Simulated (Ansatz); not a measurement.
# Isomers of CH6BNSi

4 of its isomers, all singlets with charge 0: A = `[SiH3]B1CN1`; B = `CN1B[SiH2]1`; C = `BN1C[SiH2]1`; D = `B1NC[SiH2]1`.

Shapes, held fixed at every level: PBE0-D4/def2-TZVP. Programs: Ansatz 0.2.0.

Electronic energies in kJ/mol, without zero-point or thermal terms.

Problem. From chemical knowledge, estimate the order of stability.

Solution. D < B < C < A in rising energy, over a span of 87 kJ/mol, by CCSD(T)/CBS estimate. All levels agree on that. The B − A difference spans -74.1 to -59.3 kJ/mol over the levels. The CBS estimate extrapolates MP2 from def2-TZVPP and def2-QZVPP and adds CCSD(T) − MP2 in the triple-zeta set, cores frozen.

```tsv
level	kind	B − A	C − A	D − A
HF/def2-SVP	Hartree–Fock	-59.3	-51.5	-75.8
r2SCAN-D4/def2-TZVPP	meta-GGA	-69.8	-59.5	-79.2
B3LYP-D4/def2-TZVPP	global hybrid	-69.2	-63.3	-79.7
MP2/def2-SVP	perturbation theory	-66.3	-45.7	-77.5
MP2/def2-TZVPP	perturbation theory	-74.1	-68.2	-86.0
CCSD/def2-SVP	coupled cluster or CI	-61.3	-40.7	-77.1
CCSD(T)/CBS estimate	coupled cluster or CI	-71.2	-62.0	-87.3
```
